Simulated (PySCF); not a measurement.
A PySCF script (with the pyscf-properties extension) for the NMR shieldings of `B[C@]12C[C@@H]3[C@H](C1)[C@@H]32`, C6H9B, on a GFN2-xTB geometry:

```python
import basis_set_exchange as bse
import numpy as np
from pyscf import gto, dft
from pyscf.prop import nmr

atoms = """
B     2.104259    0.433540   -0.015103
C     0.596746    0.118293   -0.165587
C     0.009897   -1.243820   -0.608798
C    -1.106922   -0.990452    0.377628
C    -1.413956    0.496420    0.327864
C    -0.474993    1.106106   -0.687650
C    -0.277247   -0.017097    1.153952
H     2.467826    1.543700    0.051099
H     2.876592   -0.436829    0.106462
H     0.635564   -2.083023   -0.311696
H    -0.254388   -1.336157   -1.663209
H    -1.815105   -1.709593    0.756471
H    -2.353702    0.899808    0.669563
H    -0.739622    1.018320   -1.742481
H    -0.235688    2.141268   -0.453021
H    -0.026858    0.068461    2.193096
"""
names = dict.fromkeys(["B", "C", "H"], "pcSseg-1")
basis = {el: gto.basis.parse(bse.get_basis(n, elements=[el], fmt="nwchem")) for el, n in names.items()}
mol = gto.M(atom=atoms, basis=basis, charge=0, verbose=0)
mf = dft.RKS(mol, xc="PBE0")
mf.grids.level = 2
mf.grids.alignment = dft.numint.BLKSIZE   # the property module wants whole blocks of grid points
mf.conv_tol = 1e-9
mf.kernel()

calc = nmr.RKS(mf)   # GIAO
C = mf.mo_coeff
Co = C[:, mf.mo_occ > 0]
resp = mf.gen_response(singlet=True, hermi=2)
def vind(x):   # induced exchange potential for any number of trial vectors
    d = np.einsum("pi,xij,qj->xpq", C, 2 * x.reshape(-1, C.shape[1], Co.shape[1]), Co, optimize=True)
    return np.einsum("xpq,pi,qj->xij", resp(d - d.transpose(0, 2, 1)), C, Co, optimize=True).ravel()
mo1, _ = nmr.rhf.solve_mo1(calc, with_cphf=vind)
sigma = calc.kernel(mo1)
for i, s in enumerate(sigma):   # ppm
    w = np.linalg.eigvalsh((s + s.T) / 2)
    print("%2d %-2s iso %8.1f  s11 %8.1f  s22 %8.1f  s33 %8.1f" % (i, mol.atom_pure_symbol(i), w.mean(), *w))
```

Problem. What are the results?

Solution. 
```
 0 B  iso     18.5  s11    -42.0  s22    -24.8  s33    122.2
 1 C  iso    132.9  s11     79.9  s22    146.3  s33    172.4
 2 C  iso    144.9  s11    125.9  s22    152.1  s33    156.6
 3 C  iso    166.3  s11    135.6  s22    153.5  s33    209.7
 4 C  iso    166.2  s11    135.6  s22    153.4  s33    209.6
 5 C  iso    144.8  s11    125.8  s22    152.1  s33    156.6
 6 C  iso    144.6  s11     84.3  s22    141.0  s33    208.5
 7 H  iso     24.4  s11     17.4  s22     27.1  s33     28.6
 8 H  iso     24.4  s11     17.4  s22     27.0  s33     28.6
 9 H  iso     28.8  s11     25.6  s22     27.1  s33     33.6
10 H  iso     29.8  s11     25.0  s22     27.1  s33     37.3
11 H  iso     29.8  s11     24.2  s22     26.4  s33     38.8
12 H  iso     29.8  s11     24.2  s22     26.4  s33     38.8
13 H  iso     29.8  s11     25.0  s22     27.1  s33     37.3
14 H  iso     28.8  s11     25.6  s22     27.1  s33     33.6
15 H  iso     28.6  s11     24.7  s22     26.0  s33     35.0
```

These numbers come from an equivalent density-fitted implementation of the same equations, which agrees with the script to about 0.01 ppm for H and up to a few tenths of a ppm for heavy atoms, so last digits may differ.

Size and cost of the density-fitted run: 164 basis functions, 15 s wall time on 1 thread of an Arm Neoverse V2, shared host; peak memory 0.75 GiB.
